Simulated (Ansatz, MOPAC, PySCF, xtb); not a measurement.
Noncovalent pair: CH3Cl (SMILES CCl) (first 5 atoms) with CHN (SMILES C#N); geometry from B3LYP-D3(BJ)/def2-TZVP, rigid monomers moved along the line of their centres of mass till H5···N7 is 3.65 Å.
(charge 0, multiplicity 1):
```xyz
8

C      0.5417    -0.4595     1.1003
Cl    -1.0040     0.4061     1.4187
H      0.3040    -1.3928     0.5996
H      1.1536     0.1735     0.4656
H      1.0288    -0.6424     2.0528
C      0.3270     0.0245     5.6145
N      1.3357    -0.5155     5.6859
H     -0.6105     0.5245     5.5250
```

Counterpoise-corrected where a basis set is named; no monomer relaxation.

The state that AM1 reach isn't checked.

Programs: Ansatz (a program for electronic structure); MOPAC for AM1 (differences of heats of formation); PySCF for the dispersion terms; xtb for the GFN methods. Values without a source in brackets are computed.

Question: One of these levels gives -22.0 meV for the interaction energy. Name it.
A) PBE0-D4/def2-TZVPPD
B) AM1
C) GFN-FF
D) HF/aug-cc-pV(D+d)Z

Answer: B, AM1. The others give -41.1 (GFN-FF), -59.2 (HF/aug-cc-pV(D+d)Z), -73.3 (PBE0-D4/def2-TZVPPD)
